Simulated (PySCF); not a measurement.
Si(H)(Cl)(vinyl)(NH2) (C2H6ClNSi), SMILES Cl[SiH](C=C)N. Atoms are numbered in the order given.

```xyz
11

Si     0.3893    -0.0348     0.6067
N      1.9072    -0.7890     0.3429
Cl    -0.0331     1.5462    -0.7027
C     -0.9560    -1.2984     0.3816
C     -1.9969    -1.1627    -0.4467
H      0.4313     0.5726     1.9634
H      2.7621    -0.3053     0.5957
H      2.0435    -1.3566    -0.4870
H     -0.8732    -2.2179     0.9772
H     -2.1209    -0.2635    -1.0602
H     -2.7641    -1.9384    -0.5467
```

Geometry: PBE0-D3(BJ)/def2-SVP. One conformer was computed; it need not be the lowest.

Two levels are set side by side: PBE/pcSseg-1 (PySCF) and KT2/pcSseg-1 (PySCF). GIAO shifts against HCl (³⁵Cl), NH3 (¹⁵N), TMS (²⁹Si), TMS (¹H), TMS (¹³C) at the same level; non-relativistic, no solvent, atoms listed together averaged. Without spin–orbit terms, shifts of atoms bonded to Cl or Br come out too high at both levels. Differences are taken from unrounded values.

```tsv
quantity	KT2
δ(²⁹Si) of Si1 (ppm)	-12.6
δ(¹⁵N) of N2 (ppm)	43.4
δ(³⁵Cl) of Cl3 (ppm)	63.4
δ(¹³C) of C4 (ppm)	130.3
δ(¹³C) of C5 (ppm)	140.6
δ(¹H) of H6 (ppm)	5.74
δ(¹H) of H9 (ppm)	6.31
δ(¹H) of H10, H11 (ppm)	6.64
```

### Question
What does PBE give, and how far is it from KT2? (An estimate is asked for; the answer gives what the named calculation found.)

### Answer

```tsv
quantity	PBE	PBE minus KT2
δ(²⁹Si) of Si1 (ppm)	-12.6	0.0
δ(¹⁵N) of N2 (ppm)	45.3	1.9
δ(³⁵Cl) of Cl3 (ppm)	61.7	-1.7
δ(¹³C) of C4 (ppm)	140.0	9.7
δ(¹³C) of C5 (ppm)	149.7	9.1
δ(¹H) of H6 (ppm)	5.78	0.04
δ(¹H) of H9 (ppm)	6.55	0.25
δ(¹H) of H10, H11 (ppm)	6.84	0.19
```

Rough cost on one machine, each run with all the roots and properties that it gave: KT2 against PBE within a factor of 2.
